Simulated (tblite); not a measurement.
C6H12Si2.
Structure used (GFN2-xTB), in Å, numbered top down from 1:
```xyz
20
C6H12Si2 angstrom
C     -2.1738   -1.4078   -0.3677
C     -2.1060   -0.5824    0.6646
Si    -0.6604    0.5831    1.0222
C     -1.1534    2.3609    0.5571
C      0.8306    0.0246    0.0220
C      1.4582    0.5906   -1.0237
Si     2.7161   -0.7977   -1.2376
C      1.5894   -1.2689    0.2510
H     -3.0204   -2.0553   -0.5444
H     -1.3768   -1.4736   -1.0918
H     -2.9399   -0.5605    1.3572
H     -0.3408    0.5096    2.4620
H     -2.0215    2.6840    1.1237
H     -1.4022    2.4389   -0.4974
H     -0.3477    3.0595    0.7612
H      1.2115    1.5326   -1.4881
H      4.1196   -0.5170   -0.9331
H      2.6011   -1.6449   -2.4265
H      2.0521   -1.3136    1.2358
H      0.9592   -2.1513    0.1505
```

All values are computed: GFN2-xTB (tblite) harmonic vibrations without scaling, gas phase. Errors from tens to a few hundred cm⁻¹ against measured bands are possible. Modes of hydrogen on silicon can be 10 to 20 % off. One conformer, not necessarily the lowest.

Harmonic wavenumbers (cm⁻¹): 33.3, 57.6, 69.4, 106.5, 121.7, 136.7, 168.3, 255.6, 305.2, 373.4, 417.7, 448.2, 471.9, 482.8, 604.0, 621.0, 637.1, 651.5, 692.7, 724.2, 730.2, 763.7, 779.3, 824.0, 831.0, 834.0, 875.1, 920.9, 1009.1, 1032.8, 1050.5, 1062.3, 1143.4, 1211.9, 1275.7, 1370.3, 1422.8, 1470.3, 1491.6, 1493.0, 1582.1, 1669.2, 2142.5, 2236.4, 2251.6, 2977.1, 2996.8, 3020.4, 3036.8, 3040.7, 3043.2, 3064.6, 3065.3, 3092.5.

A = 2267, B = 857.7, C = 715.2 MHz; mass 140.048 u (most abundant isotopes); point group C1, symmetry number 1.

Problem. Zero-point energy?

Solution. Half the sum of the wavenumbers: 33095 cm⁻¹ = 94.62 kcal/mol.

Problem. Give the ideal-gas entropy at 273.15 K and 1 bar in the rigid-rotor, harmonic-oscillator model (classical rotation).

Solution. Translation 40.31, rotation 29.56, vibration 34.53: S = 104.4 cal/(mol K).

Problem. And Cp and H(273.15 K) − H(0)?

Solution. Cp = 42.00 cal/(mol K), of which vibrations give 34.05 (their classical limit is 54 R = 107.3); H(273.15 K) − H(0) = 6.97 kcal/mol without the zero-point energy, 4.80 from vibrations.

Problem. What must be added to the electronic energy to get the Gibbs energy at 273.15 K and 1 bar?

Solution. ZPE + [H(273.15 K) − H(0)] − T·S = 94.62 + 6.97 − 28.52 = 73.07 kcal/mol.

Problem. How do the functions run with temperature in this model?

Solution. 
| T (K) | S (cal/(mol K)) | Cp (cal/(mol K)) | H − H(0) (kcal/mol) | G − H(0) (kcal/mol) | ln q(vib) |
| --- | --- | --- | --- | --- | --- |
| 50 | 61.6 | 15.7 | 0.56 | -2.52 | 0.95 |
| 100 | 74.4 | 21.6 | 1.50 | -5.94 | 2.73 |
| 298.15 | 108.2 | 44.9 | 8.05 | -24.21 | 9.35 |
| 373.15 | 119.2 | 52.9 | 11.73 | -32.74 | 11.74 |
| 500 | 136.3 | 63.9 | 19.17 | -48.96 | 15.69 |
| 750 | 165.2 | 78.8 | 37.16 | -86.77 | 23.01 |
| 1000 | 189.3 | 88.6 | 58.17 | -131.17 | 29.65 |

q(vib) and H(0) count from the zero-point level.

Problem. Blend soft modes into free rotors: weight 1/[1 + (100 cm⁻¹/ν̃)⁴] for the oscillator and the rest for a rotor with moment μB/(μ + B), μ = h/(8π²ν), B = 10⁻⁴⁴ kg m². What vibrational entropy results?

Solution. 30.97 cal/(mol K) in place of 34.53, which changes −T·S at 273.15 K by +0.97 kcal/mol.

Problem. Which modes carry the vibrational entropy at 273.15 K?

Solution. 33.3 cm⁻¹: 5.45; 57.6 cm⁻¹: 4.36; 69.4 cm⁻¹: 4.00; 106.5 cm⁻¹: 3.16; 121.7 cm⁻¹: 2.90; 136.7 cm⁻¹: 2.68 cal/(mol K); the other 48 give 11.97 together.

Hindered rotation and anharmonicity are outside this model. Other conformers, if any are populated, would add a mixing term that is left out. The structure is chiral; the term R ln 2 for an equal mix with its mirror image is left out.
